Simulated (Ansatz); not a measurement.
Ideal-gas functions of `[PH2][Al]1[BH][CH2]1` at 800 K and 1 bar, from an Ansatz frequency run at PBE0-D4/def2-TZVP.

Molar mass 85.82 g/mol, point group C1 (symmetry number 1), electronic degeneracy 1, moments of inertia 31.573, 240.713, 268.393 u Å². Harmonic wavenumbers (cm⁻¹, unscaled): 87, 121, 141, 240, 333, 397, 532, 614, 676, 734, 788, 833, 972, 1085, 1235, 1554, 2387, 2400, 2725, 2894, 3118.

Use S(trans) = R[1.5 ln M + 2.5 ln T − 1.1517]; rotational temperatures θ = 24.2544 K / I; S(rot) = R[ln(√π/σ · √(T³/θAθBθC)) + 1.5]; for each mode x = 1.438777 ν̃/T, S = R[x/(eˣ − 1) − ln(1 − e⁻ˣ)] and H = RT x/(eˣ − 1); 1 cm⁻¹ = 0.0119627 kJ/mol; R = 8.31446 J/(mol·K).

Q: By hand: the entropy, in J/(mol·K).

A: Translation 184.9. Rotation: θ = 0.7682, 0.1008, 0.0904 K, giving 121.2. Vibration, mode by mode: 23.75, 21.01, 19.74, 15.36, 12.70, 11.29, 8.99, 7.90, 7.18, 6.58, 6.08, 5.69, 4.65, 3.96, 3.20, 2.04, 0.61, 0.60, 0.37, 0.28, 0.20, in all 162.2. Electronic 0.0. Sum 468.3 J/(mol·K).

Q: By hand: H − E and G − E in kJ/mol, counted from the electronic energy.

A: Zero-point energy ½ × 23866 × 0.0119627 = 142.8; thermal vibration 61.7; translation, rotation and pV give 4 RT = 26.6. H − E = 231.1 kJ/mol, and G − E = 231.1 − 800 × 468.3/1000 = -143.5 kJ/mol.

Vibration gives 35 % of the entropy, 64.5 J/(mol·K) of it from the modes under 150 cm⁻¹: soft modes count most, and the harmonic formula is weakest for them. The sum counts one conformer and one mirror image; others add a mixing term.
